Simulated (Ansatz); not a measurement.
Breaking a bond: ClLi, singlet.

Levels: RKS-PBE = restricted PBE/cc-pVDZ in Ansatz (a first-principles code); UKS-PBE = unrestricted PBE/cc-pVDZ in Ansatz; UKS-PBE0 = unrestricted PBE0/cc-pVDZ (Ansatz); FCI = full CI/cc-pVDZ, frozen core (Ansatz).

Energies relative to the lowest point of each curve between 1.67 and 2.50 Å, where full CI is lowest, in mEh; the last columns give the error against full CI:

| R / Å | RKS-PBE | UKS-PBE | UKS-PBE0 | FCI | RKS-PBE − FCI | UKS-PBE − FCI | UKS-PBE0 − FCI |
|---|---|---|---|---|---|---|---|
| 1.67 | 42.9 | 42.9 | 42.8 | 46.8 | -3.9 | -3.9 | -4.0 |
| 1.80 | 16.0 | 16.0 | 15.7 | 18.1 | -2.1 | -2.1 | -2.3 |
| 1.89 | 6.2 | 6.2 | 6.0 | 7.4 | -1.2 | -1.2 | -1.4 |
| 2.01 | 0.6 | 0.6 | 0.5 | 0.9 | -0.3 | -0.3 | -0.4 |
| 2.07 | 0.0 | 0.0 | 0.0 | 0.0 | 0.0 | 0.0 | 0.0 |
| 2.19 | 1.9 | 1.9 | 2.1 | 1.4 | 0.5 | 0.5 | 0.7 |
| 2.24 | 3.6 | 3.6 | 3.9 | 3.0 | 0.7 | 0.7 | 0.9 |
| 2.34 | 8.2 | 8.2 | 8.6 | 7.3 | 0.8 | 0.8 | 1.2 |
| 2.39 | 10.8 | 10.8 | 11.3 | 10.0 | 0.9 | 0.9 | 1.4 |
| 2.50 | 17.4 | 17.4 | 18.0 | 16.5 | 0.8 | 0.8 | 1.5 |
| 2.62 | 25.1 | 25.1 | 26.0 | 24.5 | 0.6 | 0.6 | 1.5 |
| 2.71 | 31.1 | 31.1 | 32.2 | 30.8 | 0.3 | 0.3 | 1.4 |
| 2.92 | 45.1 | 45.1 | 46.6 | 45.6 | -0.5 | -0.5 | 1.0 |
| 3.09 | 55.9 | 55.9 | 57.8 | 57.4 | -1.4 | -1.4 | 0.4 |
| 3.36 | 71.7 | 71.7 | 74.2 | 74.9 | -3.2 | -3.2 | -0.7 |
| 3.68 | 87.7 | 87.7 | 91.3 | 93.4 | -5.8 | -5.8 | -2.1 |
| 4.08 | 103.5 | 103.2 | 108.8 | 113.1 | -9.6 | -9.9 | -4.2 |
| 4.51 | 116.0 | 114.2 | 121.7 | 130.1 | -14.1 | -15.9 | -8.4 |
| 5.09 | 127.5 | 123.3 | 132.1 | 147.1 | -19.6 | -23.8 | -14.9 |
| 5.71 | 135.2 | 128.9 | 138.7 | 156.7 | -21.6 | -27.9 | -18.0 |
| 6.73 | 142.4 | 133.9 | 144.6 | 159.2 | -16.8 | -25.3 | -14.6 |
| 7.78 | 146.3 | 136.6 | 147.8 | 159.4 | -13.1 | -22.8 | -11.5 |

RKS-PBE is furthest from FCI at 5.71 (-21.6 mEh, below); its mean absolute error over the points is 5.4 mEh.

UKS-PBE is furthest from FCI at 5.71 (-27.9 mEh, below); its mean absolute error over the points is 6.8 mEh.

UKS-PBE0 is furthest from FCI at 5.71 (-18.0 mEh, below); its mean absolute error over the points is 4.2 mEh.

The restricted form behind RKS-PBE keeps the bonding electrons paired and can't separate into open-shell fragments. The unrestricted determinant behind UKS-PBE, UKS-PBE0 is spin-contaminated at 4.08 to 7.78 Å (<S²> up to 0.6, against 0.00 for a pure singlet).
